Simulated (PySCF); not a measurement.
**Does the structure fit the spectrum?**

A compound C₅H₁₂N₂ gives the data below (simulated from a calculation) and was assigned the structure `CCNN=C(C)C`.

¹³C{¹H} NMR (computed): δ 140.3 (CH), 106.1 (CH), 44.3 (CH3, 2C), 42.8 (CH2).

¹H NMR (300 MHz, computed): δ 5.43 (d, 1H), 4.43 (m, 1H), 3.34 (d, 2H), 2.79 (s, 6H), 0.50 (br s, 2H).

Relativity neglected, one computed conformer, no solvent model, rapidly exchanging positions averaged. Geometry from GFN2-xTB; shielding tensors at PBE0/pcSseg-1 (GIAO); PySCF 2.14.0 with density-fitted response routines.

Chemical shifts δ = σref − σ; ¹H (31.72 ppm) and ¹³C (186.93 ppm) vs TMS, all at this level.

(1) Compare with the shifts computed for the proposed structure, pairing carbons in order of shift.

(2) Which isomer fits?

Results:

(1) Mapped SMILES: `[CH3:1][CH2:2][NH:3][N:4]=[C:5]([CH3:6])[CH3:7]`. Each H is labelled by its parent atom.

```csv
atom,computed for proposal,given list,difference
C5,134.9,140.3,-5.4
C2,50.1,106.1,-56.0
C7,29.8,44.3,-14.5
C1,19.5,44.3,-24.8
C6,14.7,42.8,-28.1
```

The rms difference is 30.9 ppm and the largest -56.0 ppm at C2 (sp3 CH2 bonded to N). The proposal also would give 5 carbon signals, not 4. The carbon types in order of shift don't match either: C, CH2, CH3, CH3, CH3 for the proposal against CH, CH, CH3, CH3, CH2 in the data. The proposal doesn't fit.

(2) SMILES CN(C)/C=C\CN.

Carbon types of the structure: 2 × CH, 1 × CH2, 2 × CH3, leaving 2 H on heteroatoms. δC 140.3: alkene carbon bearing nitrogen; an sp2 carbon further deshielded by the attached heteroatom. δC 106.1: β carbon of an enol-ether or enamine type C=C; the O or N lone pair pushes π density onto this β carbon and shields it. δC 44.3: methyl carbon bonded to N; the inductive effect lowers its shielding. δH 2.79: hydrogen on a methyl carbon bonded to N; its carbon carries N, an electronegative neighbour.

Other isomers checked: CCC/C=N/NC (rms 33.3 ppm).

The shifts were computed for this structure.

OH and NH positions are those of a molecule without intermolecular hydrogen bonds; in solution they move with solvent, concentration and temperature, and exchange usually removes their couplings. Shifts are as computed. Against solution values, carbons near 30 ppm lie about +3 ppm off and those near 130 ppm about +5 ppm. Of 1211 compounds with measured shifts, 218 miss one by over three times the rms of a fit or turn the order of signals round; such compounds aren't used in these exercises. Multiplicities follow the n + 1 count of equivalent neighbours, as no J values were calculated; m marks all less simple cases, F and P coupling included.
